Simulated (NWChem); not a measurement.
Molecule: CH3AlBrF; SMILES [CH3][Al]([F])[Br]

Computed with NWChem. Structure relaxed at the PBE0/def2-SVP level. Level: PBE0/def2-SVPD; rows give the wavelength of the field.

For field static:

isotropic polarisability (bohr³): 57.7
anisotropy (bohr³): 20.1

Estimate the same quantities for field 589 nm.


* **isotropic polarisability (bohr³)**: 59.7
* **anisotropy (bohr³)**: 21.6
